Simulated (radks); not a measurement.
Question: Neutral iodine, configuration [Kr] 4d10 5s2 5p5 (the NIST ground configuration). All-electron calculation, scalar-relativistic Kohn-Sham, BLYP, spin-polarised, spherical densities, finite nucleus; open shells are filled with parallel spins first (spin-orbit coupling, left out, can overturn this in heavy ions); Fermi nuclear charge, rms radius 4.75 fm. Program: a radial shooting solver on a logarithmic mesh with Libxc functionals. Some entries of the table are withheld. Estimate them.

| orbital | occ. | eigenvalue (hartree) | <1/r> (bohr^-1) |
|---|---|---|---|
| 1s up | 1 | -1212.254 | 56.83 |
| 1s down | 1 | -1212.253 | 56.83 |
| 2s up | 1 | -187.2955 | 13.02 |
| 2s down | 1 | -187.2950 | 13.02 |
| 2p up | 3 | -168.1254 | 12.46 |
| 2p down | 3 | -168.1244 | 12.46 |
| 3s up | 1 | -37.78709 | 4.667 |
| 3s down | 1 | -37.78608 | 4.667 |
| 3p up | 3 | -31.57501 | 4.437 |
| 3p down | 3 | -31.57387 | 4.437 |
| 3d up | 5 | -22.26510 | 4.199 |
| 3d down | 5 | -22.26401 | 4.200 |
| 4s up | 1 | -6.62522 | 1.887 |
| 4s down | 1 | -6.62284 | 1.887 |
| 4p up | 3 | -4.67788 | 1.728 |
| 4p down | 3 | -4.67547 | 1.728 |
| 4d up | 5 | -1.84056 | 1.440 |
| 4d down | 5 | -1.83692 | 1.441 |
| 5s up | 1 | (1) | (2) |
| 5s down | 1 | (3) | (4) |
| 5p up | 3 | -0.26319 | (5) |
| 5p down | 2 | -0.24340 | (6) |

Answer: 
(1) 5s up eigenvalue (hartree): -0.64430
(2) 5s up <1/r> (bohr^-1): 0.6653
(3) 5s down eigenvalue (hartree): -0.62400
(4) 5s down <1/r> (bohr^-1): 0.6666
(5) 5p up <1/r> (bohr^-1): 0.5241
(6) 5p down <1/r> (bohr^-1): 0.5202
